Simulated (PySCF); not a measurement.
C3H8BNO (SMILES C=CB(N)OC), singlet, geometry from GFN2-xTB; CASSCF(4,3)/6-31G (PySCF).

The PySCF input:
```python
from pyscf import gto, scf, mcscf
import numpy

mol = gto.M(
    atom='''
B     0.10237910    0.21915859    0.32395419
C     0.14897224    1.53506009   -0.53272831
C    -0.10500689    1.59301862   -1.83312514
H     0.40684066    2.45885539   -0.02372893
H    -0.06636031    2.51111303   -2.40055086
H    -0.36509744    0.70231076   -2.38040175
O    -0.22095075   -0.94004679   -0.31351527
C    -0.29649853   -2.17895900    0.33680653
H    -1.05523350   -2.16927822    1.12723373
H    -0.57288035   -2.92701703   -0.40859123
H     0.66694992   -2.45759960    0.77802546
N     0.39181494    0.28295457    1.69868641
H     0.62948730    1.14004678    2.16315820
H     0.38449869   -0.50925002    2.31668323
''',
    basis='6-31g',
    verbose=4,
)

mf = scf.RHF(mol)
mf.kernel()
mc = mcscf.CASSCF(mf, 3, 4)
mc.fix_spin_(ss=0.0)
mc.kernel()
occ = numpy.linalg.eigvalsh(mc.fcisolver.make_rdm1(mc.ci, mc.ncas, mc.nelecas))[::-1]
ss = mc.fcisolver.spin_square(mc.ci, mc.ncas, mc.nelecas)[0]
print('natural occupations', occ.round(4), ' <S^2>', round(ss, 4))
```

What the program printed (banner, timings and long lists left out):

```
PySCF version 2.14.0

[INPUT] verbose = 4
[INPUT] num. atoms = 14
[INPUT] num. electrons = 46
[INPUT] charge = 0
[INPUT] spin (= nelec alpha-beta = 2S) = 0
[INPUT] symmetry False subgroup None
[INPUT] Mole.unit = angstrom
[INPUT] Symbol           X                Y                Z      unit          X                Y                Z       unit  Magmom
[...]
nuclear repulsion = 219.550899659422
number of shells = 46
number of NR pGTOs = 164
number of NR cGTOs = 70
basis = 6-31g
ecp = {}

******** <class 'pyscf.scf.hf.RHF'> ********
method = RHF
initial guess = minao
damping factor = 0
level_shift factor = 0
DIIS = <class 'pyscf.scf.diis.CDIIS'>
diis_start_cycle = 1
diis_space = 8
diis_damp = 0
SCF conv_tol = 1e-09
SCF conv_tol_grad = None
SCF max_cycles = 50
direct_scf = True
direct_scf_tol = 1e-13
Set gradient conv threshold to 3.16228e-05
Initial guess from minao.
init E= -273.370068967376
[...]
cycle= 1 E= -272.141615005995  delta_E= 1.23  |g|= 0.528  |ddm|= 3.27
[...]
cycle= 2 E= -272.209225364856  delta_E= -0.0676  |g|= 0.272  |ddm|= 0.71
[...]
cycle= 3 E= -272.223539762823  delta_E= -0.0143  |g|= 0.0614  |ddm|= 0.25
[...]
cycle= 4 E= -272.22462098823  delta_E= -0.00108  |g|= 0.0108  |ddm|= 0.0846
[...]
cycle= 5 E= -272.224656809082  delta_E= -3.58e-05  |g|= 0.00288  |ddm|= 0.015
[...]
cycle= 6 E= -272.224660168501  delta_E= -3.36e-06  |g|= 0.000788  |ddm|= 0.00593
[...]
cycle= 7 E= -272.224660405473  delta_E= -2.37e-07  |g|= 0.00022  |ddm|= 0.00131
[...]
cycle= 8 E= -272.224660435586  delta_E= -3.01e-08  |g|= 5.12e-05  |ddm|= 0.000535
[...]
cycle= 9 E= -272.224660437193  delta_E= -1.61e-09  |g|= 1.67e-05  |ddm|= 0.000105
[...]
cycle= 10 E= -272.224660437298  delta_E= -1.05e-10  |g|= 4.95e-06  |ddm|= 2.24e-05
[...]
Extra cycle  E= -272.224660437306  delta_E= -8.41e-12  |g|= 2.38e-06  |ddm|= 8.34e-06
converged SCF energy = -272.224660437306

******** <class 'pyscf.mcscf.mc1step.CASSCF'> ********
CAS (2e+2e, 3o), ncore = 21, nvir = 46
max_cycle_macro = 50
max_cycle_micro = 4
conv_tol = 1e-07
conv_tol_grad = None
orbital rotation max_stepsize = 0.02
orbital rotation threshold for CI restart = 0.01
augmented hessian ah_max_cycle = 30
augmented hessian ah_conv_tol = 1e-12
augmented hessian ah_linear dependence = 1e-14
augmented hessian ah_level shift = 1e-08
augmented hessian ah_start_tol = 2.5
augmented hessian ah_start_cycle = 3
augmented hessian ah_grad_trust_region = 3
kf_trust_region = 3
kf_interval = 4
ci_response_space = 4
[...]
CASCI E = -272.236299800717  S^2 = 0.0000000
[...]
               |grad[o]|=0.000722  |grad[c]|=3.05e-07  |ddm|=    0  |maxRot[o]|=    0
macro iter  40 (  1 JK    1 micro), CASSCF E = -272.253869727109  dE =  0.00000000e+00  S^2 = 0.0000000
               |grad[o]|=0.000722  |grad[c]|=3.05e-07  |ddm|=    0  |maxRot[o]|=    0
macro iter  41 (  1 JK    1 micro), CASSCF E = -272.253869727109  dE =  0.00000000e+00  S^2 = 0.0000000
               |grad[o]|=0.000722  |grad[c]|=3.05e-07  |ddm|=    0  |maxRot[o]|=    0
macro iter  42 (  1 JK    1 micro), CASSCF E = -272.253869727109  dE =  0.00000000e+00  S^2 = 0.0000000
               |grad[o]|=0.000722  |grad[c]|=3.05e-07  |ddm|=    0  |maxRot[o]|=    0
macro iter  43 (  1 JK    1 micro), CASSCF E = -272.253869727109  dE =  0.00000000e+00  S^2 = 0.0000000
               |grad[o]|=0.000722  |grad[c]|=3.05e-07  |ddm|=    0  |maxRot[o]|=    0
macro iter  44 (  1 JK    1 micro), CASSCF E = -272.253869727109  dE =  0.00000000e+00  S^2 = 0.0000000
               |grad[o]|=0.000722  |grad[c]|=3.05e-07  |ddm|=    0  |maxRot[o]|=    0
macro iter  45 (  1 JK    1 micro), CASSCF E = -272.253869727109  dE =  0.00000000e+00  S^2 = 0.0000000
               |grad[o]|=0.000722  |grad[c]|=3.05e-07  |ddm|=    0  |maxRot[o]|=    0
macro iter  46 (  1 JK    1 micro), CASSCF E = -272.253869727109  dE =  0.00000000e+00  S^2 = 0.0000000
               |grad[o]|=0.000722  |grad[c]|=3.05e-07  |ddm|=    0  |maxRot[o]|=    0
macro iter  47 (  1 JK    1 micro), CASSCF E = -272.253869727109  dE =  0.00000000e+00  S^2 = 0.0000000
               |grad[o]|=0.000722  |grad[c]|=3.05e-07  |ddm|=    0  |maxRot[o]|=    0
macro iter  48 (  1 JK    1 micro), CASSCF E = -272.253869727109  dE =  0.00000000e+00  S^2 = 0.0000000
               |grad[o]|=0.000722  |grad[c]|=3.05e-07  |ddm|=    0  |maxRot[o]|=    0
macro iter  49 (  1 JK    1 micro), CASSCF E = -272.253869727109  dE =  0.00000000e+00  S^2 = 0.0000000
               |grad[o]|=0.000722  |grad[c]|=3.05e-07  |ddm|=    0  |maxRot[o]|=    0
macro iter  50 (  1 JK    1 micro), CASSCF E = -272.253869727109  dE =  0.00000000e+00  S^2 = 0.0000000
               |grad[o]|=0.000722  |grad[c]|=3.05e-07  |ddm|=    0  |maxRot[o]|=    0
1-step CASSCF not converged,  50 macro (438 JK  94 micro) steps
CASSCF canonicalization
Density matrix diagonal elements [1.99856451 1.90853854 0.09289695]
CASSCF energy = -272.253869727109
CASCI E = -272.253869727109  E(CI) = -3.24628910604508  S^2 = 0.0000000
natural occupations [2.     1.9072 0.0928]  <S^2> 0.0
```

The run did not converge; its last values are not results.
